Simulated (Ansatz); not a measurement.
A structure relaxed at PBE0-D4/def2-SVP in Ansatz, charge 0, doublet:

```xyz
7

Ga   -1.218   -0.222   -1.646
Al   -0.075   -2.128    0.147
Al    1.468   -0.728   -1.409
Al   -0.234    1.879    1.732
Al    0.390    1.559   -0.815
Al   -1.616   -0.184    0.852
Al    1.286   -0.176    1.139
```

Q: Give its formula.

A: the cluster Al₆Ga.

Q: Summarise the bond lengths by kind (pairs closer than 1.2 times the sum of covalent radii, bridged metal pairs left out).

A: 9 × Al–Al 2.58 to 2.76 Å; 4 × Al–Ga 2.53 to 2.86 Å.

The relaxation made no stability test and no search for a lower SCF solution. The structure comes from a short search, and lower isomers may exist.
